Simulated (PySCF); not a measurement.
Choosing a molecule for a target property.

Each SMILES stands for a single optimised conformer of the isolated species, non-relativistic unless stated; the electronic structure was computed with PySCF and density fitting.

Dipoles, sizes and rotational constants follow the conformer. The torsions of the flexible species, by atom-mapped SMILES:
- `[F:1][C:2]([F:3])([F:4])[SiH2:5][CH2:6][CH2:7][SiH3:8]`: F1–C2–Si5–C6 -59°, C2–Si5–C6–C7 177°, Si5–C6–C7–Si8 179°
- `[CH2:1]=[CH:2][C:3]1=[C:4]([CH3:5])[P:6]1[CH2:7][OH:8]`: C1–C2–C3–C4 -178°, C4–P6–C7–O8 -103°, H–O8–C7–P6 55°
- `[CH2:1]=[CH:2]/[CH:3]=[P:4]/[CH2:5][C:6]([CH3:7])=[O:8]`: C1–C2–C3–P4 180°, C3–P4–C5–C6 64°, P4–C5–C6–C7 82°
- `[H]/[N:4]=[C:3](\[C:2]#[CH:1])[CH:5]([CH3:6])[CH3:7]`: C2–C3–C5–C6 -60°
- `[CH2:1]=[CH:2][C@H:3]1[CH2:4][O:5][CH:6]=[C:7]1[F:8]`: C1–C2–C3–C4 129°
- `[F:1][C:2]([F:3])([F:4])[c:5]1[n:6][cH:7][cH:8][cH:9][p:10]1`: F1–C2–C5–N6 -127°

The conformers of `O=C=PC1CCCC1` aren't listed.

Task: Wanted: smallest rotational constant between 0.85 GHz and 1.4 GHz (GFN2-xTB) and lowest singlet excitation below 4.6 eV (TDDFT CAM-B3LYP/def2-SVPD), at GFN2-xTB geometries. Which candidate meets both?
A. `C#C[C@]1(C)CCN1`
B. `C=CC1=C(C)P1CO`
C. `C=C/C=P/CC(C)=O`
D. `C=C[C@H]1COC=C1F`
E. `[H]/N=C(\C#C)C(C)C`
F. `FC(F)(F)[SiH2]CC[SiH3]`
G. `Cc1ccc(C)[nH]1`

Result: B. Computed values:
```
               species  smallest rotational constant  lowest singlet excitation
FC(F)(F)[SiH2]CC[SiH3]                     0.467 GHz                    7.33 eV
       C=C/C=P/CC(C)=O                     0.815 GHz                    4.13 eV
        C=CC1=C(C)P1CO                     0.893 GHz                    4.50 eV
      C=C[C@H]1COC=C1F                     1.239 GHz                    5.70 eV
    [H]/N=C(\C#C)C(C)C                     1.511 GHz                    4.79 eV
        Cc1ccc(C)[nH]1                     1.583 GHz                    5.30 eV
       C#C[C@]1(C)CCN1                     1.976 GHz                    6.33 eV
```

Task: Wanted: electronic spatial extent ⟨r²⟩ about the centre of nuclear charge between 900 bohr² and 1400 bohr² (CAM-B3LYP/def2-SVPD) and lowest triplet excitation (Tamm–Dancoff) below 3.5 eV (TDA CAM-B3LYP/def2-SVPD), at GFN2-xTB geometries. Which candidate meets both?
A. `Cc1ccc(C)[nH]1`
B. `C#C[C@]1(C)CCN1`
C. `C(O)P1C(C=C)=C1C`
D. `C=C[C@H]1COC=C1F`
E. `C=C/C=P/CC(C)=O`
F. `[SiH3]CC[SiH2]C(F)(F)F`

Result: C. Computed values:
```
               species  electronic spatial extent ⟨r²⟩ about the centre of nuclear charge  lowest triplet excitation (Tamm–Dancoff)
       C#C[C@]1(C)CCN1                                                          727 bohr²                                   5.39 eV
        Cc1ccc(C)[nH]1                                                          801 bohr²                                   4.15 eV
      C=C[C@H]1COC=C1F                                                          946 bohr²                                   3.94 eV
      C(O)P1C(C=C)=C1C                                                         1359 bohr²                                   2.99 eV
       C=C/C=P/CC(C)=O                                                         1465 bohr²                                   2.03 eV
[SiH3]CC[SiH2]C(F)(F)F                                                         2301 bohr²                                   6.93 eV
```

Task: Wanted: HOMO energy between -8.6 eV and -7.5 eV (CAM-B3LYP/def2-SVPD) and HOMO–LUMO gap below 6.8 eV (CAM-B3LYP/def2-SVPD), at GFN2-xTB geometries. Which candidate meets both?
A. `O=C=PC1CCCC1`
B. `C#C[C@]1(C)CCN1`
C. `C=CC1=C(C)P1CO`
D. `CC1=CC=C(C)N1`
E. `C=C/C=P/CC(C)=O`
F. `FC(F)(F)[SiH2]CC[SiH3]`
G. `CC(/C(C#C)=N/[H])C`

Result: E. Computed values:
| species | HOMO energy | HOMO–LUMO gap |
| --- | --- | --- |
| FC(F)(F)[SiH2]CC[SiH3] | -9.70 eV | 10.38 eV |
| CC(/C(C#C)=N/[H])C | -9.17 eV | 9.06 eV |
| C#C[C@]1(C)CCN1 | -8.06 eV | 9.39 eV |
| C=C/C=P/CC(C)=O | -7.79 eV | 6.58 eV |
| O=C=PC1CCCC1 | -7.66 eV | 6.98 eV |
| C=CC1=C(C)P1CO | -7.44 eV | 7.26 eV |
| CC1=CC=C(C)N1 | -6.78 eV | 8.06 eV |

Task: Wanted: static isotropic polarisability between 74 au and 80 au (CAM-B3LYP/def2-SVPD) and dipole moment above 1.2 D (CAM-B3LYP/def2-SVPD), at GFN2-xTB geometries. Which candidate meets both?
A. `C=C/C=P/CC(C)=O`
B. `FC(F)(F)[SiH2]CC[SiH3]`
C. `C(=C)[C@H]1COC=C1F`
D. `FC(F)(F)c1ncccp1`
E. `Cc1ccc(C)[nH]1`
F. `C#C[C@]1(C)CCN1`

Result: E. Computed values:
```
               species  static isotropic polarisability  dipole moment
    C(=C)[C@H]1COC=C1F                          72.6 au         1.47 D
       C#C[C@]1(C)CCN1                          74.5 au         0.91 D
        Cc1ccc(C)[nH]1                          77.0 au         1.98 D
      FC(F)(F)c1ncccp1                          88.3 au         4.75 D
FC(F)(F)[SiH2]CC[SiH3]                          93.6 au         3.11 D
       C=C/C=P/CC(C)=O                         111.0 au         1.73 D
```
